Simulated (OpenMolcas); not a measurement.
## Lines of P+: computed and rescaled rates

```
Program             : OpenMolcas 26.06
Method              : MS-RASPT2, IPEA 0.25 Eh, imaginary shift 0.1 Eh (closed shells correlated: 2s 2p 3s)
Basis               : ANO-RCC [8s7p5d4f2g]
Scalar Hamiltonian  : DKH2, point nucleus
Active space        : 2 electrons in 9 orbitals (RAS2 3p; RAS3 3d 4s, at most 1 electron)
State averaging     : 2S+1 = 3 even, 3 roots; 2S+1 = 1 even, 6 roots; 2S+1 = 3 odd, 18 roots; 2S+1 = 1 odd, 18 roots
Spin-orbit coupling : state interaction with AMFI integrals over the reference wave functions, term energies averaged over their components
```

Rates come from the transition moments of the reference wave functions (E1 and E2 in the length form). At fixed line strength A goes as λ^-3 for E1 and M1 and as λ^-5 for E2, so a rate at the computed wavelength can be rescaled to the measured one. Measured vacuum wavelengths follow from level energies in NIST Handbook of Basic Atomic Spectroscopic Data. Branching counts decays inside the model space alone, at computed energies, and the table is only a selection of the E2 and M1 lines, drawn from those between levels with measured partners whose computed energy lies within a factor of 1.5 of the measured one.

| Upper | Lower | Type | λ computed (nm) | λ measured (nm) | A computed (s-1) | A rescaled (s-1) | Branching % |
| --- | --- | --- | --- | --- | --- | --- | --- |
| 3s2 3p2 1S0 | 3s2 3p2 1D2 | E2 | 577.1 | 787.8 | 8.54e+00 | 1.80e+00 | 97.4 |
| 3s2 3p2 1S0 | 3s2 3p2 3P1 | M1 | 388 | 467.1 | 2.14e-01 |  | 2.4 |
| 3s2 3p2 1D2 | 3s2 3p2 3P2 | M1 | 1224 | 1189 | 1.28e-02 |  | 72.6 |
| 3s2 3p2 1D2 | 3s2 3p2 3P1 | M1 | 1184 | 1147 | 4.73e-03 |  | 26.8 |
| 3s2 3p2 3P2 | 3s2 3p2 3P1 | M1 | 36260 | 32870 | 2.84e-04 | 3.81e-04 | 100.0 |
| 3s2 3p2 3P1 | 3s2 3p2 3P0 | M1 | 68390 | 60640 | 5.65e-05 | 8.10e-05 | 100.0 |

Spin-changing lines and M1 lines between different terms are not rescaled, since their strength hangs on the term gaps too.

The largest correction is for 3s2 3p2 1S0 → 3s2 3p2 1D2 (E2): 8.54e+00 × (577.1 / 787.8)^5 = 1.80e+00 s-1, a factor of 0.21.

No measured rate stands beside these. Rescaling mends the energy factor alone: line strengths can still be far off where a level mixes with configurations outside the active space, and weak or spin-changing lines hang on small mixing coefficients that depend on the term gaps too, so rescaling need not improve them.

CASPT2 breaks the degeneracy within a term, and the mean is taken; among the terms shown or strongly mixed into the levels shown the widest spread is 160 cm-1 (3s2 3p2 1D). Over all roots computed the reference weight is 0.90 to 0.96; the roots of lowest weight are the least certain, and an intruder state may touch them. With the s shell closed, the reference lacks s² → p² mixing. Some terms miss by over 15 % even with CASPT2, which points to a basis or an active space too small for the shells correlated. Measured partners are found by configuration, term and J. A level has none where our copy of the source lacks it or the pairing is in doubt (some pairs that miss far off the trend of their configuration count as doubtful). Levels of configurations outside the active space are missing.
